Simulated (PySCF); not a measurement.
C4H4ClF, SMILES C(/Cl)=C/C(=C)F.

Geometry: B3LYP-D3(BJ)/def2-SVP. The structure was generated by enumeration; whether it is a known compound was not checked. Other conformers were not sampled.

Two levels are set side by side: PBE/def2-TZVP (PySCF) and M06-2X/def2-TZVP (PySCF). Same geometry, gas phase. Differences are taken from unrounded values.

| quantity | M06-2X |
|---|---|
| orbital gap (eV) | 7.46 |
| highest occupied level (eV) | -8.03 |
| lowest empty level (eV) | -0.58 |
| dipole moment (D) | 2.54 |
| mean polarisability (bohr³) | 65.8 |

### Question
What does PBE give, and how far is it from M06-2X? (An estimate is asked for; the answer gives what the named calculation found.)

### Answer

```json
[
 {"quantity": "orbital gap (eV)", "PBE": "3.58", "PBE minus M06-2X": "-3.88"},
 {"quantity": "highest occupied level (eV)", "PBE": "-5.85", "PBE minus M06-2X": "2.18"},
 {"quantity": "lowest empty level (eV)", "PBE": "-2.27", "PBE minus M06-2X": "-1.70"},
 {"quantity": "dipole moment (D)", "PBE": "2.19", "PBE minus M06-2X": "-0.35"},
 {"quantity": "mean polarisability (bohr³)", "PBE": "68.5", "PBE minus M06-2X": "2.8"}
]
```

Without exact exchange PBE keeps part of each electron's self-repulsion, which lifts occupied levels and narrows the gap. Loosely held outer electrons make PBE densities more polarisable. Differences between two approximate levels are no errors against the true value.

Rough cost on one machine, each run with all the roots and properties that it gave: M06-2X against PBE about 3 times.
